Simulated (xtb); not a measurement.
Harmonic IR lines of one isomer of C9H7BFN, unscaled. Computed with GFN2-xTB (xtb).

wavenumber (cm⁻¹): 522 (w), 820 (vs), 828 (w), 965 (w), 1049 (s), 1121 (vw), 1156 (vw), 1194 (w), 1206 (m), 1221 (w), 1257 (m), 1326 (w), 1349 (m), 1358 (w), 1406 (m), 1423 (m), 1486 (w), 1540 (m), 1595 (w), 2655 (vs), 2694 (s), 3051 (w), 3079 (vw), 3098 (m), 3106 (w)

**Question.** Name which structure gives these lines.
A) `Bc1ccc(F)c2ncccc12`
B) `Bc1cc(F)c2cccnc2c1`
C) `Bc1c(F)ccc2cccnc12`
D) `Bc1c(F)ccc2ncccc12`

**Answer.** B, `Bc1cc(F)c2cccnc2c1`
